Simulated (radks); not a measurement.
Results of a calculation; reference values are marked as such.
Question: These are the eigenvalues of the occupied orbitals of an atom or ion with whole-number occupations (eV). Level of theory: Dirac Kohn-Sham, LDA (Slater exchange, Perdew-Wang correlation), spin-unpolarised, spherical densities, finite nucleus; Fermi nuclear charge, rms radius of each element as measured or else 0.836 A^(1/3) + 0.57 fm (a radial shooting solver on a logarithmic mesh with Libxc functionals).

| orbital | eigenvalue |
|---|---|
| 1s1/2 | -17818.66 |
| 2s1/2 | -2493.178 |
| 2p1/2 | -2286.369 |
| 2p3/2 | -2200.665 |
| 3s1/2 | -431.2128 |
| 3p1/2 | -354.1820 |
| 3p3/2 | -340.5104 |
| 3d3/2 | -204.1450 |
| 3d5/2 | -201.6440 |
| 4s1/2 | -81.5844 |
| 4p1/2 | -60.5286 |
| 4p3/2 | -58.6539 |
| 4d3/2 | -28.4678 |

Which element is it, and in what charge state? The configuration may be excited. Open shells, if any, fill j = l - 1/2 first.

Answer: Z = 40, zirconium, charge +3: Zr3+ in [Kr] 4d1. The list shows which subshells hold electrons but not how many an open one holds; the 1s level, -654.82 hartree, gives Z - s = 36.2 by -(Z - s)^2/2, which with screening and relativity narrows Z to a few neighbours, and the depths of the outer levels then fix element, charge and occupations together.
